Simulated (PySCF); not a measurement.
Fill in the blanks.

C8H6N2.
Geometry (GFN2-xTB, Å), atoms numbered from 1 in this order:
```
atom  x, y, z in Å
C1    -2.7260   -0.2380   -0.4176
N2    -1.7798   -0.8164    0.1658
C3    -0.4487   -0.4936    0.0517
C4     0.4764   -1.5064   -0.2057
C5     1.8278   -1.2310   -0.2350
C6     2.2937    0.0528    0.0227
C7     1.3992    1.0649    0.3026
C8     0.0277    0.8076    0.3083
C9    -0.8744    1.8545    0.5938
N10   -1.5960    2.7178    0.8198
H11   -3.7339   -0.5496   -0.1834
H12   -2.6071    0.5475   -1.1675
H13    0.1074   -2.5022   -0.3969
H14    2.5286   -2.0234   -0.4509
H15    3.3531    0.2579    0.0116
H16    1.7443    2.0665    0.5142
```

```json
{"property": "point group of the GFN2-xTB geometry", "level": "GFN2-xTB", "value": "C1"}
{"property": "rotational constants A, B, C of the GFN2-xTB geometry", "level": "GFN2-xTB", "value": "2.256, 1.320, 0.848 GHz"}
{"property": "dipole moment", "level": "PBE0/def2-SVPD", "value": "3.73 D"}
{"property": "HOMO energy", "level": "PBE0/def2-SVPD", "value": "-7.02 eV"}
{"property": "LUMO energy", "level": "PBE0/def2-SVPD", "value": "?"}
{"property": "lowest singlet excitation", "level": "TDDFT PBE0/def2-SVPD", "value": "4.07 eV (304 nm, f = 0.064)"}
{"property": "strongest line among the 6 lowest singlet transitions", "level": "TDDFT PBE0/def2-SVPD", "value": "S6 at 6.19 eV (200 nm, f = 0.440)"}
{"property": "lowest triplet excitation (Tamm–Dancoff)", "level": "TDA PBE0/def2-SVPD", "value": "3.20 eV"}
{"property": "static isotropic polarisability", "level": "PBE0/def2-SVPD", "value": "?"}
{"property": "electronic spatial extent ⟨r²⟩ about the centre of nuclear charge", "level": "PBE0/def2-SVPD", "value": "1311 bohr²"}
{"property": "13C chemical shifts (computed TMS as zero) by class", "level": "GIAO PBE0/pcSseg-1", "value": "161.8 (C1), 160.0 (C3), 140.8 (C7), 138.4 (C5), 129.3 (C6), 128.3 (C4), 123.6 (C9), 102.0 (C8) ppm"}
{"property": "1H chemical shifts (computed TMS as zero) by class", "level": "GIAO PBE0/pcSseg-1", "value": "8.00 (H12), 7.94 (H16), 7.92 (H11), 7.80 (H14), 7.42 (H13), 7.40 (H15) ppm"}
{"property": "isotropic shieldings of nuclei other than C and H, by class", "level": "GIAO PBE0/pcSseg-1", "value": "?"}
```

Gas-phase values; electronic properties from PySCF, density fitting. Isolated species at its GFN2-xTB geometry (one conformer only).

Question: Give the isotropic shieldings of nuclei other than C and H, by class.

Answer: -131 (N2), -51 (N10) ppm.

Question: Give the static isotropic polarisability.

Answer: 105.1 au.

Question: The LUMO energy?

Answer: -1.75 eV.

The principal polarisabilities are 60.4, 110.1 and 144.7 au; their mean is the isotropic value. The largest Löwdin shares of the LUMO are 0.18 on C1, 0.14 on N2, 0.11 on C8 and 0.11 on C3. A dipole of 3.73 D is allowed in C1, and pure rotational transitions are dipole-allowed. The vertical singlet–triplet gap S1 − T1 is 0.87 eV (TDDFT singlet less Tamm–Dancoff triplet; S1: HOMO→LUMO, weight 0.74; T1: HOMO→LUMO, weight 0.81). The polarisability is 15.57 Å³ as a volume (1 au = 0.148185 Å³), or 1.55 au for each of the 68 electrons.

For the NMR shielding job (PBE0/pcSseg-1), hardware: Arm Neoverse V1, one thread, no GPU, shared host. Cost: 40 s of wall time (with the writing of density and orbital grids), 0.87 GiB resident at most.
